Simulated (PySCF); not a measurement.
Numbering as in the mapped SMILES `[CH2:1]=[C:2]=[C:3]=[CH:4][CH2:5][C:6]([NH2:7])=[O:8]` (H(Xn): hydrogen on atom n). Ha(N7) is cis to the C=O or C=S heteroatom; Hb(N7) is trans to the C=O or C=S heteroatom.

How the numbers were obtained: shielding tensors at PBE0/pcSseg-1 (GIAO), GFN2-xTB geometry, in PySCF 2.14 (in vacuum, averaged over atoms made equivalent by symmetry, fast rotation or ring inversion, a single conformation, non-relativistic).

Shifts are taken against calculated references (same method and geometry level): $^{13}$C and $^{1}$H against TMS; $^{15}$N vs NH3; $^{17}$O vs H2O.

```tsv
atoms	nucleus	count	δ (ppm)
C3	$^{13}$C	1	178.1
C5	$^{13}$C	1	46.9
N7	$^{15}$N	1	114.5
H(C4)	$^{1}$H	1	6.39
C6	$^{13}$C	1	?
H(C1)	$^{1}$H	2	5.59
C4	$^{13}$C	1	120.7
C2	$^{13}$C	1	182.8
O8	$^{17}$O	1	?
Ha(N7)	$^{1}$H	1	?
C1	$^{13}$C	1	99.7
H(C5)	$^{1}$H	2	3.09
Hb(N7)	$^{1}$H	1	?
```

Task: Estimate the values marked ?.

Result: 
- C6: 169.3 ppm, amide carbonyl carbon; it is a carbonyl in resonance with an O or N lone pair, the region of acids, esters and amides
- Hb(N7): 5.42 ppm, hydrogen on an amide-type nitrogen; exchangeable; this is the value without hydrogen bonding to other molecules
- Ha(N7): 4.45 ppm, hydrogen on an amide-type nitrogen; exchangeable; this is the value without hydrogen bonding to other molecules
- O8: 438.3 ppm, amide-type carbonyl oxygen

OH and NH positions are those of a molecule without intermolecular hydrogen bonds; in solution they move with solvent, concentration and temperature, and exchange usually removes their couplings. The two substituents on the amide-type nitrogen aren't averaged: C–N rotation is slow on the NMR time scale. Shifts are as computed. Against solution values, carbons near 30 ppm lie about +3 ppm off and those near 130 ppm about +5 ppm. Of 1211 compounds with measured shifts, 218 miss one by over three times the rms of a fit or turn the order of signals round; such compounds aren't used in these exercises. Hydrogen bonding in solution shields acid and N–H amide carbonyl oxygens by tens of ppm. Hydrogen bonding in solution deshields acid and N–H amide carbonyl carbons by as much as 10 ppm beyond these values. Unscaled 17O shifts of doubly bonded oxygen tend to come out too high, by tens of ppm or more. Experimental scales use liquid or dissolved standards, which lie at an offset from isolated NH3 (liquid NH3: subtract about 20 ppm) and H2O (liquid H2O: subtract about 36 ppm).
